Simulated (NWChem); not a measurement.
System: SiNH$_{4}$F; SMILES N[SiH2]F

Here is an NWChem input.

```
start job
memory heap 200 mb stack 900 mb global 1100 mb
geometry units angstroms noautoz
  Si     0.474687     0.085740     0.029285
  N     -0.338439    -1.427790     0.148622
  F     -0.485504     1.356482    -0.391353
  H      1.507599    -0.034298    -1.047618
  H      1.033319     0.411488     1.379447
  H     -0.964284    -1.620094     0.933965
  H     -0.646794    -1.919330    -0.693237
end
basis spherical
  * library 6-31g*
end
dft
  xc b3lyp
  iterations 150
  mulliken
end
task dft gradient
```

NWChem printed, in part:

```
             Northwest Computational Chemistry Package (NWChem) 7.3.0
             --------------------------------------------------------

 CS  symmetry detected

                             Geometry "geometry" -> ""
                             -------------------------

 Output coordinates in angstroms (scale by  1.889725989 to convert to a.u.)

  No.       Tag          Charge          X              Y              Z
 ---- ---------------- ---------- -------------- -------------- --------------
    1 Si                  14.0000     0.46023587     0.04764241     0.00000000
    2 N                    7.0000    -0.42028272    -1.43251814     0.00000000
    3 F                    9.0000    -0.47026418     1.40700180     0.00000000
    4 H                    1.0000     1.27276259     0.09560152    -1.25641457
    5 H                    1.0000     1.27276259     0.09560152     1.25641457
    6 H                    1.0000    -0.90723537    -1.74679302     0.84233726
    7 H                    1.0000    -0.90723537    -1.74679302    -0.84233726

 Effective nuclear repulsion energy (a.u.)     116.3333423298

      Symmetry information
      --------------------

 Group name             Cs
 Group number              2
 Group order               2
 No. of unique centers     5

                                 NWChem DFT Module
                                 -----------------

 Summary of "ao basis" -> "ao basis" (spherical)
 ------------------------------------------------------------------------------
       Tag                 Description            Shells   Functions and Types
 ---------------- ------------------------------  ------  ---------------------
 Si                          6-31g*                  8       18   4s3p1d
 N                           6-31g*                  6       14   3s2p1d
 F                           6-31g*                  6       14   3s2p1d
 H                           6-31g*                  2        2   2s

      Symmetry analysis of basis
      --------------------------

        a'         37
        a"         17

            General Information
            -------------------
          SCF calculation type: DFT
          Wavefunction type:  closed shell.
          No. of atoms     :     7
          No. of electrons :    34
           Alpha electrons :    17
            Beta electrons :    17
          Charge           :     0
          Spin multiplicity:     1
          Use of symmetry is: on ; symmetry adaption is: on
          Maximum number of iterations: 150
          AO basis - number of functions:    54
                     number of shells:    28
          Convergence on energy requested:  1.00D-06
          Convergence on density requested:  1.00D-05
          Convergence on gradient requested:  5.00D-04

              XC Information
              --------------
                         B3LYP Method XC Potential
                     Hartree-Fock (Exact) Exchange  0.200
                        Slater Exchange Functional  0.800 local
                    Becke 1988 Exchange Functional  0.720 non-local
              Lee-Yang-Parr Correlation Functional  0.810
                  VWN I RPA Correlation Functional  0.190 local

             Grid Information
             ----------------
          Grid used for XC integration:  medium
          Radial quadrature: Mura-Knowles
          Angular quadrature: Lebedev.
          Tag              B.-S. Rad. Rad. Pts. Rad. Cut. Ang. Pts.
          ---              ---------- --------- --------- ---------
          Si                  1.10       88           8.0       590
          N                   0.65       49           8.0       434
          F                   0.50       49           9.0       434
          H                   0.35       45          10.0       434
          Grid pruning is: on
          Number of quadrature shells:   276
          Spatial weights used:  Erf1

      Superposition of Atomic Density Guess
      -------------------------------------

 Sum of atomic energies:        -444.47630795

      Non-variational initial energy
      ------------------------------

 Total energy =    -445.317639
 1-e energy   =    -846.477918
 2-e energy   =     284.826937
 HOMO         =      -0.369116
 LUMO         =       0.071943

      Symmetry analysis of molecular orbitals - initial
      -------------------------------------------------

  Numbering of irreducible representations:

     1 a'          2 a"

  Orbital symmetries:

     1 a'          2 a'          3 a'          4 a'          5 a'
     6 a"          7 a'          8 a'          9 a'         10 a'
    11 a"         12 a'         13 a'         14 a"         15 a'
    16 a"         17 a'         18 a'         19 a'         20 a'
    21 a"         22 a"         23 a'         24 a'         25 a"
    26 a'         27 a'

     ---------------------------------------------
      Total Density - Mulliken Population Analysis
     ---------------------------------------------

    Atom       Charge   Shell Charges
 -----------   ------   -------------------------------------------------------
    1 Si  14    12.88   2.00  2.00  5.97  0.87  1.30  0.25  0.30  0.20
    2 N    7     8.20   2.00  0.82  2.65  0.82  1.90  0.01
    3 F    9     9.64   2.00  0.95  3.48  1.00  2.20  0.01
    4 H    1     1.08   0.47  0.61
    5 H    1     1.08   0.47  0.61
    6 H    1     0.56   0.40  0.15
    7 H    1     0.56   0.40  0.15

   convergence    iter        energy       DeltaE   RMS-Dens  Diis-err
 ---------------- ----- ----------------- --------- --------- ---------
 d= 0,ls=0.0,diis     1   -446.5074718835 -5.63D+02  1.98D-02  5.44D-01
 d= 0,ls=0.0,diis     2   -446.4806451962  2.68D-02  1.03D-02  1.00D+00
 d= 0,ls=0.0,diis     3   -446.5672973214 -8.67D-02  1.36D-03  1.58D-02
 d= 0,ls=0.0,diis     4   -446.5682354427 -9.38D-04  6.21D-04  2.81D-03
 d= 0,ls=0.0,diis     5   -446.5685081964 -2.73D-04  1.62D-04  2.54D-04
  Resetting Diis
 d= 0,ls=0.0,diis     6   -446.5685353794 -2.72D-05  2.67D-05  1.63D-06
 d= 0,ls=0.0,diis     7   -446.5685356124 -2.33D-07  7.76D-06  8.62D-08

         Total DFT energy =     -446.568535612389
      One electron energy =     -849.232815838017
           Coulomb energy =      326.225508768555
    Exchange-Corr. energy =      -39.894570872688
 Nuclear repulsion energy =      116.333342329761

 Numeric. integr. density =       33.999997182091

                  Occupations of the irreducible representations
                  ----------------------------------------------

                     irrep           alpha         beta
                     --------     --------     --------
                     a'               13.0         13.0
                     a"                4.0          4.0

                       DFT Final Molecular Orbital Analysis
                       ------------------------------------

 Vector   15  Occ=2.000000D+00  E=-3.663442D-01  Symmetry=a'
              MO Center=  1.4D-01,  3.1D-01,  7.5D-15, r^2= 2.8D+00
   Bfn.  Coefficient  Atom+Function         Bfn.  Coefficient  Atom+Function
  ----- ------------  ---------------      ----- ------------  ---------------
    35      0.418182  3 F  px                39      0.302129  3 F  px
     7     -0.216675  1 Si px                22      0.202865  2 N  py
    21      0.174752  2 N  px                48     -0.167408  4 H  s
    50     -0.167408  5 H  s                 24      0.162077  2 N  s
    47     -0.144571  4 H  s                 49     -0.144571  5 H  s

 Vector   16  Occ=2.000000D+00  E=-3.306604D-01  Symmetry=a"
              MO Center=  7.4D-01,  3.3D-01, -1.0D-14, r^2= 2.6D+00
   Bfn.  Coefficient  Atom+Function         Bfn.  Coefficient  Atom+Function
  ----- ------------  ---------------      ----- ------------  ---------------
    37     -0.328074  3 F  pz                 9      0.322396  1 Si pz
    48     -0.311828  4 H  s                 50      0.311828  5 H  s
    41     -0.248220  3 F  pz                47     -0.226513  4 H  s
    49      0.226513  5 H  s                  5     -0.131787  1 Si pz
    17     -0.093636  1 Si d  1              23     -0.069284  2 N  pz

 Vector   17  Occ=2.000000D+00  E=-2.761889D-01  Symmetry=a'
              MO Center= -3.2D-01, -1.3D+00,  2.1D-17, r^2= 1.3D+00
   Bfn.  Coefficient  Atom+Function         Bfn.  Coefficient  Atom+Function
  ----- ------------  ---------------      ----- ------------  ---------------
    21      0.416709  2 N  px                22     -0.374302  2 N  py
    25      0.339854  2 N  px                26     -0.328093  2 N  py
    36     -0.150514  3 F  py                40     -0.105287  3 F  py
    24      0.100018  2 N  s                 12     -0.090448  1 Si py
    11      0.071482  1 Si px                20      0.070270  2 N  s

[...]

                         DFT ENERGY GRADIENTS

    atom               coordinates                        gradient
                 x          y          z           x          y          z
   1 Si      0.869720   0.090031   0.000000    0.005825  -0.010554   0.000000
   2 N      -0.794219  -2.707067   0.000000    0.004715   0.001308   0.000000
   3 F      -0.888670   2.658848   0.000000   -0.008760   0.012880   0.000000
   4 H       2.405173   0.180661  -2.374279    0.002880   0.000708  -0.005017
   5 H       2.405173   0.180661   2.374279    0.002880   0.000708   0.005017
   6 H      -1.714426  -3.300960   1.591787   -0.003770  -0.002525   0.006589
   7 H      -1.714426  -3.300960  -1.591787   -0.003770  -0.002525  -0.006589
```

Level: B3LYP/6-31G* (spherical d). Structure relaxed at the PBE-D3(BJ)/def2-SVP level.
